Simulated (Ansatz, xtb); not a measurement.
# Two isomers of CH5BF3N

We compare X, `[NH3+]C[B-](F)(F)F`, a singlet, with Y, `FC[NH2+][BH-](F)F`, a singlet. Both are isolated molecules in the gas phase, relaxed with PBE0-D4/def2-SVP; each stands in its lowest conformer found.

X (Å):

```yaml
atoms:
  - { symbol: C, position_ang: [0.1392, 0.6481, 0.1429] }
  - { symbol: B, position_ang: [0.9709, -0.7734, 0.2221] }
  - { symbol: F, position_ang: [1.2612, -1.0832, -1.1345] }
  - { symbol: F, position_ang: [0.0063, -1.7157, 0.6729] }
  - { symbol: F, position_ang: [2.0853, -0.7373, 1.0087] }
  - { symbol: N, position_ang: [-0.9721, 0.2322, -0.7705] }
  - { symbol: H, position_ang: [-1.6813, 0.9277, -1.0145] }
  - { symbol: H, position_ang: [-0.5102, -0.1404, -1.6147] }
  - { symbol: H, position_ang: [-1.3990, -0.5947, -0.3241] }
  - { symbol: H, position_ang: [-0.3042, 0.9799, 1.0914] }
  - { symbol: H, position_ang: [0.6803, 1.4774, -0.3324] }
```

Y (Å):

```xyz
11

C    -1.4614    0.2198   -0.2138
B     0.7322    0.0745    1.2048
F    -2.0683   -0.0369   -1.4024
F    -0.0149   -0.6300    2.1218
F     0.6213    1.4392    1.3481
N    -0.0784   -0.2210   -0.2520
H    -1.4662    1.2995   -0.0093
H    -1.9668   -0.3234    0.5967
H     0.4331    0.2570   -0.9972
H    -0.0235   -1.2240   -0.4428
H     1.8638   -0.3472    1.0074
```

Quicker runs give these differences E(Y) − E(X): GFN2-xTB −0.180 eV; HF/STO-3G −0.560 eV (at GFN2-xTB geometries); r2SCAN-D4/def2-SVP +1.046 eV (at GFN2-xTB geometries).

**Question.** Which of the two would you expect CCSD(T)/def2-SVP + ΔMP2/def2-TZVPP electronic energies to favour?

**Answer.** Structure X; the calculation gives E(Y) − E(X) = +0.997 eV.

How the difference moves with the method:

```tsv
level	geometry	E(Y) − E(X) (eV)	departure from the last row (eV)	job, with rough time for the two
GFN2-xTB	GFN2-xTB	−0.180	−1.177	optimisation, 0.12 s
HF/STO-3G	GFN2-xTB	−0.560	−1.557	single point, 0.37 s
r2SCAN-D4/def2-SVP	GFN2-xTB	+1.046	+0.049	single point, 4.5 s
PBE0-D4/def2-SVP	PBE0-D4/def2-SVP	+1.013	+0.016	optimisation, 40 s
HF/def2-SVP	PBE0-D4/def2-SVP	+0.888	−0.109	part of the CCSD(T) run
MP2/def2-SVP	PBE0-D4/def2-SVP	+1.066	+0.069	part of the CCSD(T) run
CCSD(T)/def2-SVP	PBE0-D4/def2-SVP	+0.998	+0.001	single point
CCSD(T)/def2-SVP + ΔMP2/def2-TZVPP	PBE0-D4/def2-SVP	+0.997		single point, 53 s
```

As drawn, Y has 1 C–F, 1 B–N, 1 B–H in place of 1 C–B, 1 B–F, 1 N–H.

GFN2-xTB, HF/STO-3G put the two in the other order. The largest departure from CCSD(T)/def2-SVP + ΔMP2/def2-TZVPP is that of HF/STO-3G, 1.557 eV. The last row adds to CCSD(T) the change of the MP2 difference between the two basis sets, here −0.001 eV.

With harmonic frequencies from PBE0-D4/def2-SVP (ideal gas, rigid rotor, one conformer each, 298.15 K, 1 atm): the zero-point term adds −0.026 eV; ΔH is +0.977 and ΔG +0.937 eV.

The correlated steps freeze 6 core orbitals. Codes used: Ansatz 0.2.0, xtb 6.7.1; the last row on 2 threads of Arm Neoverse V1 on a shared host.
